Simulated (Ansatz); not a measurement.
Input file for Ansatz (a first-principles code): R-B3LYP/def2-TZVPP on BH5Si (SMILES B[SiH3]), atoms moved off the minimum.

Ansatz 0.2 input:
```yaml
crystal:
  periodic: [false, false, false]
  atoms:
    - {symbol: B, position_ang: [-0.71737418, -1.22839500, 0.16289428]}
    - {symbol: H, position_ang: [-0.29072000, -2.11082796, 0.75648623]}
    - {symbol: H, position_ang: [-1.77403257, -1.30707009, -0.28854178]}
    - {symbol: Si, position_ang: [0.36708841, 0.58836136, -0.06058759]}
    - {symbol: H, position_ang: [-0.10358409, 1.26612537, 1.12324721]}
    - {symbol: H, position_ang: [-0.02975768, 1.25693771, -1.30676372]}
    - {symbol: H, position_ang: [1.68905409, 0.32991182, -0.07526511]}
basis:
  gaussian:
    orbitals: def2-TZVPP
hamiltonian:
  xc: {name: B3LYP}
scf: {lower_state_search: off}
output: {forces: true}
```

Q: Give the final energy of this run.

A: -317.3304 hartree.
